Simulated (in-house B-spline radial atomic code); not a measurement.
A run on the carbon ion C³⁺ that did not converge. Method: scalar-relativistic (X2C) SCAN, spin-polarised, spherical fractional occupations, Fermi nucleus of rms radius 2.4702 fm; computed with an all-electron radial atomic-structure program (B-spline basis).

Command:
```bash
python run_scf.py task.json out
```
Settings (nuclear radius in fm, mass in u):
```
Z                6
configuration    [He] 2s1
hamiltonian      x2c
method           scan,scan
spin_polarised   True
nucleus          fermi
rms_radius       2.4702
atomic_mass      12.0
speed_of_light   137.035999084
```

First and last ten iterations of the last attempt (damped for 15 steps, keeping 80 % of the old Fock matrix, then DIIS):
```
 iter        energy (Eh)    residual
    1         -34.789648    1.91e-02
    2         -34.790463    8.81e-04
    3         -34.790464    7.13e-04
    4         -34.790465    5.78e-04
    5         -34.790465    4.68e-04
    6         -34.790465    3.79e-04
    7         -34.790466    3.07e-04
    8         -34.790466    2.48e-04
    9         -34.790466    2.01e-04
   10         -34.790466    1.63e-04
  111        4350.077402    2.86e+02
  112        4352.425756    2.87e+02
  113       49517.241584    1.72e+02
  114       78882.988362    2.43e+02
  115       25510.631233    3.77e+02
  116       78376.839600    2.43e+02
  117       78002.257507    2.43e+02
  118       78207.690474    2.43e+02
  119       78117.879838    2.43e+02
  120       77290.183664    2.43e+02
 not converged after 120 iterations
```

The smallest residual met was 2.0e-05; the threshold is about 1e-07. No energy from this run should be used. Cost of the run: 0.93 s on 1 thread of Arm Neoverse V2 (shared host).
